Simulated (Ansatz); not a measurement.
**Molecular dynamics of Al18Cu**

Input:

```yaml
accuracy: low
crystal:
  lattice:
    - [12.15, 0.0, 0.0]
    - [0.0, 5.727565, 0.0]
    - [0.0, 0.0, 15.863782]
  atoms:
    - { symbol: Al, position: [0.0, 0.0, 0.0630367] }
    - { symbol: Al, position: [0.3333333, 0.0, 0.0630367] }
    - { symbol: Al, position: [0.6666667, 0.0, 0.0630367] }
    - { symbol: Al, position: [0.0, 0.5, 0.0630367] }
    - { symbol: Al, position: [0.3333333, 0.5, 0.0630367] }
    - { symbol: Al, position: [0.6666667, 0.5, 0.0630367] }
    - { symbol: Al, position: [0.17103267, 0.18535444, 0.14238336] }
    - { symbol: Al, position: [0.52015305, 0.27259227, 0.16896384] }
    - { symbol: Al, position: [0.83671115, 0.29008284, 0.12619512] }
    - { symbol: Al, position: [0.16375358, 0.67520477, 0.16712076] }
    - { symbol: Al, position: [0.50897276, 0.76229214, 0.15261409] }
    - { symbol: Al, position: [0.82671835, 0.7957983, 0.14758355] }
    - { symbol: Al, position: [0.00916272, -0.08342797, 0.23783091] }
    - { symbol: Al, position: [0.33274071, -0.01901793, 0.22784836] }
    - { symbol: Al, position: [0.66461081, -0.0270706, 0.25501376] }
    - { symbol: Al, position: [-0.00180714, 0.407008, 0.25549495] }
    - { symbol: Al, position: [0.30951, 0.42781855, 0.25154536] }
    - { symbol: Al, position: [0.68420846, 0.47984389, 0.2480282] }
    - { symbol: Cu, position: [0.8410421, 0.14181982, 0.27750037] }
basis:
  ecutwfc: 420.0
kpoints:
  mp_grid: { grid: [2, 3, 1] }
hamiltonian:
  xc: pbe
  pseudopotentials: { kind: paw, azcp: { folder: soft_1 } }
scf:
  occupations: { method: fermi_dirac, width: 0.1 }
  lower_state_search: "off"
md:
  timestep: 2
  n_steps: 210
  ensemble: nvt_langevin
  temperature: 1050.0
  initial_velocities: maxwell_boltzmann
  seed: 975315
  friction: 0.01
  constraints: [{ sites: [0, 1, 2, 3, 4, 5] }]
```

Command:

```bash
$ ansatz run input.yaml --threads 2 --pin off --max-ram 5120MiB --backend cpu --events-out ev --progress --plain --runs-dir out
```

It goes on from the last frame of an earlier run, with new velocities.

Output, in part (step lines):

```
md step     0: t =     0.00 fs  T =  1050.0 K  F+E_penalty+E_count = -16291.31312284 eV  E_kin = 1.764399 eV  (11 SCF iters)
md step     1: t =     2.00 fs  T =  1104.9 K  F+E_penalty+E_count = -16291.35620487 eV  E_kin = 1.856613 eV  (7 SCF iters)
md step     2: t =     4.00 fs  T =  1108.6 K  F+E_penalty+E_count = -16291.38655777 eV  E_kin = 1.862829 eV  (7 SCF iters)
md step     3: t =     6.00 fs  T =  1117.2 K  F+E_penalty+E_count = -16291.40421508 eV  E_kin = 1.877250 eV  (7 SCF iters)
md step     4: t =     8.00 fs  T =  1268.6 K  F+E_penalty+E_count = -16291.40476193 eV  E_kin = 2.131674 eV  (7 SCF iters)
md step     5: t =    10.00 fs  T =  1324.3 K  F+E_penalty+E_count = -16291.39295662 eV  E_kin = 2.225372 eV  (5 SCF iters)
md step     6: t =    12.00 fs  T =  1306.6 K  F+E_penalty+E_count = -16291.37388493 eV  E_kin = 2.195506 eV  (5 SCF iters)
md step     7: t =    14.00 fs  T =  1201.9 K  F+E_penalty+E_count = -16291.34898333 eV  E_kin = 2.019718 eV  (5 SCF iters)
[... lines left out ...]
md step   210: t =   420.00 fs  T =  1001.6 K  F+E_penalty+E_count = -16289.49178777 eV  E_kin = 1.683143 eV  (8 SCF iters)
```

The steps, from the saved trajectory:

```json
{"time (fs)": "0", "T (K)": "1050", "potential energy less start (eV)": "0.000"}
{"time (fs)": "14", "T (K)": "1202", "potential energy less start (eV)": "-0.036"}
{"time (fs)": "28", "T (K)": "1013", "potential energy less start (eV)": "0.247"}
{"time (fs)": "42", "T (K)": "984", "potential energy less start (eV)": "0.488"}
{"time (fs)": "56", "T (K)": "1059", "potential energy less start (eV)": "0.649"}
{"time (fs)": "70", "T (K)": "831", "potential energy less start (eV)": "0.777"}
{"time (fs)": "84", "T (K)": "801", "potential energy less start (eV)": "0.763"}
{"time (fs)": "98", "T (K)": "1085", "potential energy less start (eV)": "0.578"}
{"time (fs)": "112", "T (K)": "1015", "potential energy less start (eV)": "0.745"}
{"time (fs)": "126", "T (K)": "621", "potential energy less start (eV)": "1.173"}
{"time (fs)": "140", "T (K)": "512", "potential energy less start (eV)": "1.150"}
{"time (fs)": "154", "T (K)": "791", "potential energy less start (eV)": "0.885"}
{"time (fs)": "168", "T (K)": "859", "potential energy less start (eV)": "0.866"}
{"time (fs)": "182", "T (K)": "900", "potential energy less start (eV)": "0.644"}
{"time (fs)": "196", "T (K)": "956", "potential energy less start (eV)": "0.408"}
{"time (fs)": "210", "T (K)": "887", "potential energy less start (eV)": "0.547"}
{"time (fs)": "224", "T (K)": "925", "potential energy less start (eV)": "0.642"}
{"time (fs)": "238", "T (K)": "1062", "potential energy less start (eV)": "0.863"}
{"time (fs)": "252", "T (K)": "886", "potential energy less start (eV)": "1.138"}
{"time (fs)": "266", "T (K)": "1097", "potential energy less start (eV)": "1.223"}
{"time (fs)": "280", "T (K)": "1018", "potential energy less start (eV)": "1.365"}
{"time (fs)": "294", "T (K)": "1285", "potential energy less start (eV)": "1.386"}
{"time (fs)": "308", "T (K)": "1310", "potential energy less start (eV)": "1.372"}
{"time (fs)": "322", "T (K)": "1400", "potential energy less start (eV)": "1.379"}
{"time (fs)": "336", "T (K)": "1240", "potential energy less start (eV)": "1.552"}
{"time (fs)": "350", "T (K)": "1334", "potential energy less start (eV)": "1.584"}
{"time (fs)": "364", "T (K)": "1454", "potential energy less start (eV)": "1.480"}
{"time (fs)": "378", "T (K)": "1535", "potential energy less start (eV)": "1.556"}
{"time (fs)": "392", "T (K)": "1004", "potential energy less start (eV)": "1.851"}
{"time (fs)": "406", "T (K)": "944", "potential energy less start (eV)": "1.843"}
{"time (fs)": "420", "T (K)": "1002", "potential energy less start (eV)": "1.821"}
```

The run went to its last step. The mean temperature of the second half is 10 % above the set value. A run of 0.42 ps of so small a system gives no equilibrium averages. Limits of this set-up: coarse k mesh, thin slab, slab without dipole correction, a typed lattice constant that wasn't relaxed here, low accuracy level.

Mean squared displacements from the first frame to the last: Al 0.27 Å², Cu 0.84 Å².

Last frame:

```xyz
19
Lattice="12.1500 0.0000 0.0000 0.0000 5.7276 0.0000 0.0000 0.0000 15.8638" Properties=species:S:1:pos:R:3
Al 0.000 0.000 1.000
Al 4.050 0.000 1.000
Al 8.100 0.000 1.000
Al 0.000 2.864 1.000
Al 4.050 2.864 1.000
Al 8.100 2.864 1.000
Al 1.795 1.598 2.434
Al 6.107 1.397 2.450
Al 10.176 1.484 2.378
Al 2.025 4.609 2.818
Al 6.296 4.317 2.474
Al 10.331 4.639 2.876
Al 0.236 0.276 4.314
Al 4.564 0.192 3.844
Al 7.319 -0.156 4.584
Al -0.292 2.910 4.051
Al 3.589 2.917 4.076
Al 8.492 3.156 4.285
Cu 9.400 0.429 4.541
```

The run took 35 min on 2 threads of Arm Neoverse V1, with other jobs on the host, peak memory 1.3 GiB.
